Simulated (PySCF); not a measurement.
Bond curve of GaC⁺

Set-up: basis Ga 6-31G(d,p), C 6-31G(d,p); no relativity; PySCF 2.14. Energies in eV from Ga⁺ + C in their ground configurations at the same level. State: ³Π (triplet), unpaired electrons σ ↑, π ↑.

```csv
R (Å),MN15,TPSS,CAM-B3LYP
2.226,-0.4566,-0.5195,-0.3364
2.329,-0.5445,-0.5972,-0.4315
2.433,-0.5928,-0.6362,-0.4860
2.510,-0.6104,-0.6474,-0.5074
2.588,-0.6161,-0.6471,-0.5161
2.666,-0.6124,-0.6383,-0.5149
2.769,-0.5969,-0.6169,-0.5021
2.899,-0.5656,-0.5802,-0.4741
3.054,-0.5180,-0.5288,-0.4306
3.261,-0.4471,-0.4571,-0.3671
```

Task: Put a parabola through the three lowest points of the MN15 curve and estimate Re, k and ωe (reduced mass 10.22 u; 1 eV/Å² = 0.16022 mdyn/Å; ωe = 1302.8·√(k/μ) cm⁻¹).

Result: Through R = 2.51, 2.588, 2.666 Å the second-order coefficient is 0.773 eV/Å², so Re ≈ 2.596 Å, k ≈ 0.248 mdyn/Å and ωe ≈ 203 cm⁻¹. A polynomial fit of higher order to the unrounded MN15 energies gives Re = 2.593 Å, k = 0.241 mdyn/Å, ωe = 200 cm⁻¹; anharmonicity and rounding make the difference.

The higher-order fit for each curve: MN15: Re = 2.593 Å, ωe = 200 cm⁻¹, De = 0.62 eV; TPSS: Re = 2.546 Å, ωe = 210 cm⁻¹, De = 0.65 eV; CAM-B3LYP: Re = 2.616 Å, ωe = 198 cm⁻¹, De = 0.52 eV.

Spin–orbit coupling is left out. For an ion De counts to the pair picked by the measured ionisation energies or electron affinities, which need not be the lowest pair at this level. The state is the lowest determinant that a PBE0 search found; another state may lie lower at other levels.
